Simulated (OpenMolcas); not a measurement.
# What dynamic correlation does to the levels of Co5+

```json
{
 "Program": "OpenMolcas 26.06",
 "Basis": "ANO-RCC-VQZP [7s6p4d3f2g1h]",
 "Scalar Hamiltonian": "DKH2, point nucleus",
 "Active space": "4 electrons in 10 orbitals (3d 4d)",
 "State averaging": "2S+1 = 5 even, 5 roots; 2S+1 = 3 even, 45 roots; 2S+1 = 1 even, 44 roots",
 "Spin-orbit coupling": "RASSI with atomic mean-field integrals over the reference wave functions, term energies averaged over their components"
}
```

Methods on the same reference wave functions:
A. CASSCF
B. SS-CASPT2, IPEA 0.25 Eh, imaginary shift 0.1 Eh (closed shells correlated: 3s 3p)
C. MS-CASPT2, IPEA 0.25 Eh, imaginary shift 0.1 Eh (closed shells correlated: 3s 3p)

Energies in cm⁻¹ above 3d⁴ ⁵D₀, the measured ground level; measured values from Sugar and Corliss, J. Phys. Chem. Ref. Data 10, 1097 (1981).

| Level | A | B | C | Measured |
| --- | --- | --- | --- | --- |
| 3d⁴ ⁵D₀ | 0.0 | 0.0 | 0.0 | 0.0 |
| 3d⁴ ⁵D₁ | 209 | 212 | 212 | 204 |
| 3d⁴ ⁵D₂ | 611 | 618 | 619 | 589 |
| 3d⁴ ⁵D₃ | 1185 | 1194 | 1194 | 1125 |
| 3d⁴ ⁵D₄ | 1907 | 1913 | 1914 | 1782 |
| 3d⁴ ³H₄ | 29759 | 28770 | 28770 | 28377 |
| 3d⁴ ³H₅ | 30222 | 29260 | 29260 | 28806 |
| 3d⁴ ³H₆ | 30723 | 29790 | 29790 | 29234 |
| 3d⁴ ³P₀(1) | 31475 | 27680 | 27670 | 27166 |
| 3d⁴ ³P₁(1) | 32699 | 28940 | 28940 | 28462 |
| 3d⁴ ³F₂(1) | 34345 | 31120 | 31130 | 30555 |
| 3d⁴ ³F₃(1) | 34430 | 31230 | 31240 | 30635 |
| 3d⁴ ³F₄(1) | 34657 | 31470 | 31470 | 30817 |
| 3d⁴ ³P₂(1) | 34794 | 31020 | 31030 | 30506 |
| 3d⁴ ³G₃ | 37629 | 34680 | 34680 | 34026 |
| 3d⁴ ³G₄ | 38154 | 35210 | 35210 | 34475 |
| 3d⁴ ³G₅ | 38548 | 35650 | 35650 | 34855 |
| 3d⁴ ¹I₆ | 45104 | 43740 | 43740 | 42800 |
| 3d⁴ ¹G₄(1) | 47604 | 43220 | 43220 | 41926 |
| 3d⁴ ³D₃ | 48613 | 42700 | 42700 | 41676 |
| 3d⁴ ³D₂ | 48761 | 42870 | 42870 | 41856 |
| 3d⁴ ³D₁ | 48951 | 43040 | 43040 | 42098 |
| 3d⁴ ¹S₀ | 55183 | 46660 | 46660 | 45372 |
| 3d⁴ ¹D₂ | 58917 | 54400 | 54400 | 52740 |

Deviations, from unrounded energies. A percentage is the sum of absolute deviations over the sum of measured energies, with the sign that they share, or ± where signs differ.

```json
{"Against measurement": "mean absolute deviation (cm-1)", "Levels": "23", "A": "3700", "B": "670", "C": "670"}
{"Against measurement": "fine structure of the ground term (%)", "Levels": "4", "A": "+5.7", "B": "+6.4", "C": "+6.5"}
{"Against measurement": "other terms of the ground configuration (%)", "Levels": "19", "A": "+12.4", "B": "+2.2", "C": "+2.2"}
```

B, C lie about equally close to measurement and A furthest from it. The largest miss of B in the table is 3d⁴ ¹D₂, by +1700 cm-1. The ranking rests on the paired levels alone, and a cruder setting can come out closer through cancelling errors.

Between B and C the level of the table that moves most is 3d⁴ ³F₂(1), by 5.5 cm-1 (lowest in B, highest in C). Moves below CASPT2's spread within the term are not significant.

The two smallest mean deviations differ by little beside CASPT2's spread within terms, so their order carries little weight.

From A to B the spin-free energies of the other terms of 3d⁴ shown, above ⁵D, scale by factors of 0.84 to 0.97, as is usual when dynamic correlation screens the repulsion within a d or f shell.

The lowest spin-free term lies below A's lowest term by 0.368 hartree in B, 0.368 hartree in C.

Term energies are means over components that CASPT2 splits; among the terms shown or strongly mixed into the levels shown the widest spread is 1000 cm-1 (3d⁴ ¹I, C). Active for correlation alone: 4d; no level in the range computed is led by a configuration that fills it, so any true level of that kind is missing. The CASPT2 spread within a term exceeds the gap to the next term for 3d⁴ ³D and 3d⁴ ¹G(1), so the order of their levels is uncertain (figures for B; the like holds for C). Without dynamic correlation excited terms often stand tens of per cent too high (terms of higher spin than the ground term too low), and those without a measured partner can miss by more than the paired ones (holds for A). Computed and measured levels are paired by configuration, term and J; levels that our copy of the source lacks, or whose pairing is in doubt (as where it misses far off the trend of its configuration), stay unpaired and out of the deviations. Only configurations of the active space appear. The table leaves out levels that lie high or whose names do not pair safely across all columns.

A number in round brackets counts repeated terms of one configuration in the order of the reference energies.
